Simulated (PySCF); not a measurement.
**Do core-level shifts follow atomic charges?**

Species: C₆H₁₄O.
Atom-mapped SMILES: `[CH3:1][CH2:2][O:3][C:4]([CH3:5])([CH3:6])[CH3:7]`

Binding energies: delta-SCF UKS SCAN, pcX-2 on the ionised atom, pcseg-1 elsewhere, spin-free X2C (PySCF 2.14.0). Charges: PBE0/pcSseg-1 ground-state density, for the ionised atom.

| atom | environment | C 1s (eV) | Mulliken (e) | IAO (e) | Hirshfeld (e) | ESP (e) |
| --- | --- | --- | --- | --- | --- | --- |
| C5 | methyl carbon | 290.27 | -0.176 | -0.407 | -0.124 | -0.658 |
| C1 | methyl carbon | 290.50 | -0.282 | -0.409 | -0.121 | -0.459 |
| C2 | sp3 carbon bound to oxygen | 291.76 | +0.026 | -0.035 | +0.003 | +0.431 |
| C4 | sp3 carbon bound to oxygen | 291.82 | -0.216 | +0.242 | +0.092 | +0.763 |

Q: How well does each charge scheme correlate with the binding energies over these sites?

A: ESP: r = 0.99, slope 1.2 eV per e; Hirshfeld: r = 0.94, slope 7.3 eV per e; IAO: r = 0.94, slope 2.4 eV per e; Mulliken: r = 0.52, slope 3.2 eV per e. ESP charges have the highest r, on only 4 points.

Q: The point-charge model writes a binding energy as kq + V + constant, with V the potential of the other atoms' charges at the site. What does it give with the ESP charges?

A: V = Σ 14.40 eV Å × q/r over all other atoms: +8.89 eV at C5, +6.13 eV at C1, -6.57 eV at C2, -11.73 eV at C4. Fitting binding energy − V to q gives k = 15.6 eV per e and leaves an rms residual of 0.05 eV, against 0.12 eV for the fit on q alone. The model has no term for differences in relaxation between sites.

Geometry: PBE0-D3(BJ)/def2-SVP, one conformer, isolated molecule.

Shape of the structure used: `[CH3:1][CH2:2][O:3][C:4]([CH3:5])([CH3:6])[CH3:7]`: C1–C2–O3–C4 180°, C2–O3–C4–C5 180°.
